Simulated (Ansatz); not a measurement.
Mulliken charges of F3H3OSi2, SMILES `F[Si](F)(F)O[SiH3]` from PBE/def2-TZVPP in Ansatz (PBE0-D4/def2-TZVP geometry).

```
atom   x (Å)   y (Å)   z (Å)  charge (e)
  F1   2.246  -1.593  -0.042      -0.248
 Si2   1.127  -0.764  -0.761       0.792
  F3   1.822   0.350  -1.622      -0.253
  F4   0.364  -1.723  -1.743      -0.253
  O5   0.142  -0.135   0.310      -0.239
 Si6  -1.130   0.763   0.842       0.335
  H7  -2.382   0.220   0.262      -0.045
  H8  -0.940   2.170   0.419      -0.045
  H9  -1.161   0.666   2.318      -0.045
```

Task: By hand: the dipole of these point charges (1 e Å = 4.8032 D).

Result: Σ q r = (-0.428, 0.288, 0.332) e Å, of length 0.613 e Å = 2.94 D.

Task: How does the dipole of the full density compare? (Estimate.)

Result: Computed: (-0.284, 0.193, 0.199) e Å, 1.91 D; the point charges give 1.54 times that, at 3° from its direction.

Point charges leave out the atoms' own dipoles, such as those of lone pairs, and Mulliken's split depends on the basis, so the two needn't agree.
